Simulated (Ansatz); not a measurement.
The first iterations of a band of C2H10SSi2 (15 atoms, charge 0, multiplicity 1).

Computed with RKS PBE/def2-SVP (Ansatz 0.2.0).

- movable images: 3
- climbing image: no
- spring: 5.0 eV/Å²
- optimiser: quadratic models (default)
- start path: IDPP
- force threshold: 0.03 eV/Å
- iteration limit: 60
- end points: relaxed

Image 0:

```xyz
15
Properties=species:S:1:pos:R:3
C -1.526 0.786 2.135
S 0.231 0.821 1.593
Si 0.050 0.183 -0.470
C -0.511 -1.620 -0.643
Si 2.195 0.528 -1.386
H -1.540 1.151 3.180
H -1.943 -0.240 2.114
H -2.151 1.458 1.514
H -0.953 1.069 -1.174
H -0.594 -1.898 -1.715
H 0.210 -2.305 -0.155
H -1.506 -1.772 -0.175
H 2.581 1.981 -1.324
H 3.221 -0.279 -0.635
H 2.214 0.087 -2.828
```

Image 4:

```xyz
15
Properties=species:S:1:pos:R:3
C -1.500 0.459 2.248
S 0.265 0.455 1.729
Si 0.074 0.267 -0.422
C -0.625 -1.410 -0.963
Si 2.257 0.619 -1.242
H -2.060 1.283 1.764
H -1.504 0.620 3.343
H -1.994 -0.508 2.032
H -0.843 1.357 -0.932
H -0.706 -1.455 -2.069
H 0.028 -2.237 -0.621
H -1.639 -1.571 -0.543
H 2.749 1.997 -0.891
H 3.204 -0.399 -0.661
H 2.272 0.471 -2.743
```

| iteration | highest image above the first end (eV) | largest band force component (eV/Å) |
| --- | --- | --- |
| 1 | 0.190 | 1.196 |
| 2 | 0.051 | 0.441 |

Does the band converge within its limit, and where does its top end?

The forces met the threshold. It ended after 5 iterations with the highest image 0.038 eV above the first end. No image climbed, so the highest image needn't sit at the top of the path. So few images can step over the top or miss a turn of the path.

Run time: 20 s on 2 threads of AMD EPYC 9R45 96-Core Processor (Zen 5), on a shared host, peak memory 0.2 GiB.
